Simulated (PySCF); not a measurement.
# Removing the step error of a finite difference

System: C₂H₄BBrO, singlet, geometry from GFN2-xTB, atoms displaced at random by about 0.03 Å a coordinate. Level: R2SCAN/STO-3G, gradient (PySCF). Sums are taken with unrounded values, so a last digit can differ.

Central differences of the energy along x of atom 1 gave a gradient component of 0.009307 Eh/bohr at step 0.05 and 0.008878 Eh/bohr at step 0.2 (atomic units).

Q: Extrapolate to zero step.

A: The leading error of a symmetric difference goes as h², so A(h) = A0 + c h². Then c = (0.008878 - (0.009307))/(0.2² - 0.05²) = -0.0114 (atomic units) and A0 = 0.009307 - c × 0.05² = 0.009336 Eh/bohr. The analytic value from the same program and level (with grid response) is 0.009343 Eh/bohr: the smaller step missed it by -0.000036, the extrapolation by -0.000008.
